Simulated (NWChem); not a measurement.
System meant: diboron tetrachloride (B$_{2}$Cl$_{4}$); SMILES ClB(Cl)B(Cl)Cl

Input file for NWChem:

```
start job
memory heap 200 mb stack 900 mb global 1100 mb
geometry units angstroms noautoz
  Cl    -1.099219     1.732285     1.047626
  B      0.000000     0.846438     0.000000
  Cl     1.099219     1.732285    -1.047626
  B      0.000000    -0.846438     0.000000
  Cl    -1.099219    -1.732285    -1.047626
  Cl     1.099219    -1.732285     1.047626
end
basis spherical
  * library def2-svp
end
dft
  xc pbe0
  iterations 4
  mulliken
end
task dft energy
```

End of the output:

```
    Atom       Charge   Shell Charges
 -----------   ------   -------------------------------------------------------
    1 Cl  17    16.78   2.00  1.95  1.02  0.73  5.82  2.25  2.98  0.03
    2 B    5     5.45   1.97  0.62  0.29  1.40  0.91  0.26
    3 Cl  17    16.78   2.00  1.95  1.02  0.73  5.82  2.25  2.98  0.03
    4 B    5     5.45   1.97  0.62  0.29  1.40  0.91  0.26
    5 Cl  17    16.78   2.00  1.95  1.02  0.73  5.82  2.25  2.98  0.03
    6 Cl  17    16.78   2.00  1.95  1.02  0.73  5.82  2.25  2.98  0.03

 center of mass
 --------------
 x =   0.00000000 y =   0.00000000 z =   0.00000000

 moments of inertia (a.u.)
 ------------------
        2103.468177827105           0.000000000000           0.000000000000
           0.000000000000        1151.757757916825           0.000000000000
           0.000000000000           0.000000000000        2158.794332264673

     Multipole analysis of the density
     ---------------------------------

     L   x y z        total         alpha         beta         nuclear
     -   - - -        -----         -----         ----         -------
     0   0 0 0     -0.000000    -39.000000    -39.000000     78.000000

     1   1 0 0      0.000000      0.000000      0.000000      0.000000
     1   0 1 0     -0.000000     -0.000000     -0.000000      0.000000
     1   0 0 1      0.000000      0.000000      0.000000      0.000000

     2   2 0 0    -44.522387   -168.966236   -168.966236    293.410085
     2   1 1 0     -0.000000     -0.000000     -0.000000      0.000000
     2   1 0 1      0.000000      0.000000      0.000000      0.000000
     2   0 2 0    -46.238532   -400.258909   -400.258909    754.279285
     2   0 1 1     -0.000000     -0.000000     -0.000000      0.000000
     2   0 0 2    -44.439860   -155.476652   -155.476652    266.513444

 ------------------------------------------------------------------------
 dft energy failed                                                                                  0
 ------------------------------------------------------------------------
 ------------------------------------------------------------------------
  current input line :
    19: task dft energy
 ------------------------------------------------------------------------
 ------------------------------------------------------------------------
 This type of error is most commonly associated with calculations not reaching convergence criteria
 ------------------------------------------------------------------------
 For more information see the NWChem manual at https://nwchemgit.github.io

0:dft energy failed:Received an Error in Communication
```

Question: Find the fault in this run and fix the input.

Answer: Convergence was not reached. Cause: the SCF was allowed too few iterations. This input runs:
```
start job
memory heap 200 mb stack 900 mb global 1100 mb
geometry units angstroms noautoz
  Cl    -1.099219     1.732285     1.047626
  B      0.000000     0.846438     0.000000
  Cl     1.099219     1.732285    -1.047626
  B      0.000000    -0.846438     0.000000
  Cl    -1.099219    -1.732285    -1.047626
  Cl     1.099219    -1.732285     1.047626
end
basis spherical
  * library def2-svp
end
dft
  xc pbe0
  iterations 150
  mulliken
end
task dft energy
```
It converges to -1889.37700 Ha (PBE0/def2-SVP).
